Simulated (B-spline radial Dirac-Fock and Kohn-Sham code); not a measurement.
Photoemission from Cs⁺ at 1760 eV, detector at θ = 45°, φ = 0°

System: the Cs⁺ ion, configuration [Kr] 4d10 5s2 5p6. The computed values come from a radial finite-basis atomic code: Dirac-Hartree-Slater photoionisation with a Latter tail; cross sections with all multipoles, angular parameters from the dipole term and its interference with E2. Thresholds are orbital energies of the model. For linearly polarised light dσ/dΩ = σ/(4π) [1 + β P₂(cos θ) + (δ + γ cos²θ) sin θ cos φ], with θ from the polarisation vector and φ the angle between the beam and the projection of the electron momentum on the plane normal to the polarisation. The dipole factor is 1 + βP₂ and the non-dipole term is the rest of the bracket. Open shells are filled statistically over j.

Input file task.json (cfg lists n, l and occupation; rrms is the nuclear radius in fm):

```json
{"items": [{
  "Z": 55,
  "q": 1,
  "cfg": [[1, 0, 2], [2, 0, 2], [2, 1, 6], [3, 0, 2], [3, 1, 6], [3, 2, 10], [4, 0, 2], [4, 1, 6], [4, 2, 10], [5, 0, 2], [5, 1, 6]],
  "A": 133,
  "rrms": 4.8041,
  "do": "xps",
  "hv": [80, 98.4, 100, 101.0, 122.0, 137.0, 197.0, 200, 280.0, 282.0, 400, 413.0, 509.0, 523.0, 708.0, 1320.0, 1486.9, 1760.0, 1880.0, 1970.0, 2000, 2410.0, 3210.0, 4200.0, 6000, 7800.0, 9210.0, 11900.0, 15000]
}]}
```

Command: `python xray2_run.py task.json out`

```
subshell  threshold (eV)  σ (kb)     β      γ       δ  dipole factor  non-dipole term  dσ/dΩ (kb/sr)
      3s          1201.8    40.1  1.98   0.47   0.000          1.495           +0.167           5.30
   3p1/2          1065.0    57.1  1.50   0.10   0.011          1.375           +0.041           6.44
   3p3/2           995.8     118  1.53   0.04   0.008          1.383           +0.018           13.2
   3d3/2           752.8     141  1.20   0.12   0.050          1.300           +0.079           15.5
   3d5/2           738.0     202  1.20   0.14   0.050          1.300           +0.085           22.3
      4s           237.2    11.0  1.98   0.08   0.000          1.496           +0.027           1.33
   4p1/2           187.3    12.9  1.69  -0.02  -0.001          1.423           -0.009           1.45
   4p3/2           172.9    25.5  1.72  -0.03   0.002          1.429           -0.009           2.88
   4d3/2           90.79    19.2  1.34   0.27   0.043          1.336           +0.126           2.23
   4d5/2           88.35    27.4  1.32   0.28   0.043          1.329           +0.131           3.19
      5s           36.21    1.86  1.98   0.04   0.000          1.496           +0.013          0.223
   5p1/2           23.54    1.70  1.71  -0.02  -0.002          1.427           -0.007          0.192
   5p3/2           21.70    3.25  1.73  -0.02   0.002          1.433           -0.006          0.369
```
